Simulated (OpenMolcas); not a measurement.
Os3+ among 2 point charges of -2 e arranged as a linear pair (D∞h), 1.84 Å from the ion.

```json
{
 "Program": "OpenMolcas 26.06",
 "Method": "SS-CASPT2, IPEA 0.25 Eh, imaginary shift 0.1 Eh (closed shells correlated: 5s 5p)",
 "Basis": "ANO-RCC-VTZP [8s7p5d3f2g1h]",
 "Scalar Hamiltonian": "DKH2, point nucleus",
 "Active space": "5 electrons in 5 orbitals (5d)",
 "State averaging": "2S+1 = 6 even, 1 root; 2S+1 = 4 even, 24 roots; 2S+1 = 2 even, 75 roots",
 "Spin-orbit coupling": "RASSI with atomic mean-field integrals over the reference wave functions"
}
```

(1) What is the spin-free ground state (labels by Λ)?

(2) What are the lowest two levels with spin-orbit coupling?

(3) What is χT at 300 K?

## Answers

(1) 6Σ, 1-fold in its orbital part, 100 % from free-ion S terms; it has the highest spin that d5 allows.

(2) A 2-fold level with g = 0.00, 0.00, 9.37, then a 2-fold level 820 cm-1 above it. Their leading multiplicities are 6 (73 %) and 6 (88 %).

(3) 3.29 cm3 K/mol.

Roots that are degenerate in the reference are averaged as groups; the widest CASPT2 spread within a group is 41 cm-1 (the 2-fold group of multiplicity 2 near 62000 cm-1 above the lowest state of its run). Shifts and gaps below about the spread of the groups concerned are not significant. This shell can be high or low spin here, a state of another spin lies low, and with metal d orbitals alone active their balance is uncertain, so the ground spin may be wrong. Point charges give a weaker field than real ligands, and real ions of this kind are as a rule low spin; the high spin found here belongs to the model. Free-ion shares, where given, are those of the reference states; single-state CASPT2 does not remix them. This is an electrostatic model: the charges have no orbitals. No measured value stands beside these numbers.
